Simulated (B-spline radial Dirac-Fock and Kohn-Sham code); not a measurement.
Z = 15 (phosphorus), transition energy 1820 keV. The computed values come from a radial atomic solver: a Dirac-Hartree-Slater potential of the neutral atom with a Latter tail (no hole, which puts coefficients of high multipoles low close above an edge), finite nucleus with surface currents. Subshells that would emit electrons below 1 keV are left out, and so is internal pair formation.

Question: A pure transition shows α(K) = 2.65e-05, L1/L2 = 324 and L1/L3 = 477. What is its multipolarity?
A. E3
B. E4
C. E1
D. M2
E. M3
F. M1
G. E2
H. M4

Answer: B. For comparison, α(K), L1/L2, L1/L3 are E1 5.90e-06, 1540, 420; E2 1.01e-05, 865, 486; E3 1.66e-05, 509, 505; M1 8.92e-06, 1040, 656; M2 1.49e-05, 648, 843; M3 2.42e-05, 444, 858; M4 3.86e-05, 323, 689.
